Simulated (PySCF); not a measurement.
# `CC1=CC[C@H](C)[Si@@H]1O`, C6H12OSi

Molfile (atoms numbered from 1):
```
C6H12OSi
     RDKit          3D

 20 20  0  0  0  0  0  0  0  0999 V2000
    2.5876    0.8203   -0.4704 C   0  0  0  0  0  0  0  0  0  0  0  0
    1.2964    0.1018   -0.2504 C   0  0  0  0  0  0  0  0  0  0  0  0
    0.7274   -0.7029   -1.1453 C   0  0  0  0  0  0  0  0  0  0  0  0
   -0.5458   -1.4054   -0.7838 C   0  0  0  0  0  0  0  0  0  0  0  0
   -1.1794   -0.7509    0.4570 C   0  0  2  0  0  0  0  0  0  0  0  0
   -2.2985    0.2038    0.0426 C   0  0  0  0  0  0  0  0  0  0  0  0
    0.2590    0.1740    1.3212 Si  0  0  2  0  0  4  0  0  0  0  0  0
   -0.0948    1.6556    1.9054 O   0  0  0  0  0  0  0  0  0  0  0  0
    2.4652    1.8866   -0.2841 H   0  0  0  0  0  0  0  0  0  0  0  0
    3.3380    0.4522    0.2285 H   0  0  0  0  0  0  0  0  0  0  0  0
    2.9555    0.6785   -1.4854 H   0  0  0  0  0  0  0  0  0  0  0  0
    1.1525   -0.9015   -2.1215 H   0  0  0  0  0  0  0  0  0  0  0  0
   -0.3108   -2.4544   -0.5760 H   0  0  0  0  0  0  0  0  0  0  0  0
   -1.2393   -1.3984   -1.6298 H   0  0  0  0  0  0  0  0  0  0  0  0
   -1.6209   -1.5251    1.0869 H   0  0  0  0  0  0  0  0  0  0  0  0
   -1.9203    0.9624   -0.6413 H   0  0  0  0  0  0  0  0  0  0  0  0
   -3.1025   -0.3331   -0.4609 H   0  0  0  0  0  0  0  0  0  0  0  0
   -2.7194    0.7022    0.9140 H   0  0  0  0  0  0  0  0  0  0  0  0
    0.8001   -0.4527    2.5199 H   0  0  0  0  0  0  0  0  0  0  0  0
   -0.5552    2.2977    1.3704 H   0  0  0  0  0  0  0  0  0  0  0  0
  1  2  1  0
  2  3  2  0
  3  4  1  0
  4  5  1  0
  5  6  1  0
  5  7  1  0
  7  8  1  0
  7  2  1  0
  1  9  1  0
  1 10  1  0
  1 11  1  0
  3 12  1  0
  4 13  1  0
  4 14  1  0
  5 15  1  1
  6 16  1  0
  6 17  1  0
  6 18  1  0
  7 19  1  1
  8 20  1  0
M  END
```

Level of theory: TDDFT B3LYP/def2-SVPD circular dichroism and optical rotation, one conformer, gas phase in PySCF 2.14.0. Geometry: GFN2-xTB.

The molecule is flexible and this is one conformer; a measurement averages over conformers. States above about 6.9 eV (minus the energy of the highest occupied orbital) lie near or above the ionisation threshold and depend on the basis.

Q: Draw the ECD and absorption spectra from the lowest 8 states, each a Gaussian of half-width 0.3 eV at 1/e height.

A: 
| E (eV) | λ (nm) | Δε (L mol⁻¹ cm⁻¹) | ε (L mol⁻¹ cm⁻¹) |
| --- | --- | --- | --- |
| 5.27 | 235 | -0.20 | 58.4 |
| 5.42 | 229 | -0.82 | 267 |
| 5.57 | 223 | -2.09 | 820 |
| 5.72 | 217 | -3.36 | 1790 |
| 5.87 | 211 | -3.67 | 2860 |
| 6.02 | 206 | -3.56 | 3370 |
| 6.17 | 201 | -4.05 | 3140 |
| 6.32 | 196 | -2.22 | 2870 |
| 6.47 | 192 | +7.21 | 2960 |
| 6.62 | 187 | +20.07 | 3420 |
| 6.77 | 183 | +22.69 | 4290 |
| 6.92 | 179 | +12.75 | 4980 |

Δε uses R in velocity form, ε uses f in length form. Only the states computed contribute, so the short-wavelength end is incomplete.
